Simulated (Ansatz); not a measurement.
Species: IrH, net charge 0, triplet state. The spin state was set by rule; other spins were not relaxed. 
Structure (B3LYP-D3(BJ)/def2-TZVP (Ansatz, a program for electronic structure) minimum search):
```
Ir
H 1 1.5590
```
Charge 0, spin multiplicity 3.

Property: vertical ionisation energy (to the quartet state of charge +1; each state is the SCF solution reached for its spin), in eV. Cores are frozen in the correlated levels unless marked. UHF or UKS for open shells. Spin-orbit coupling is left out. Frozen are the shells of the preceding noble gas and the d and f shells that filled before the atom's block. In def2 rows, elements after Kr have scalar-relativistic effective core potentials. Basis-set limits of correlation are two-point, X^-3; Hartree-Fock from the larger set.

```csv
level,program,vertical ionisation energy (eV)
SVWN5/def2-TZVPD,Ansatz,9.32
B3LYP/def2-TZVPD,Ansatz,8.97
CAM-B3LYP/def2-TZVPD,Ansatz,___
CCSD/def2-QZVPPD,Ansatz,8.54
"CCSD(T)/CBS(def2-TZVPPD,def2-QZVPPD)",Ansatz,___
```

Q: Fill in the missing entries.

A: 
- CAM-B3LYP/def2-TZVPD, vertical ionisation energy (eV): 8.85
- CCSD(T)/CBS(def2-TZVPPD,def2-QZVPPD), vertical ionisation energy (eV): 8.78
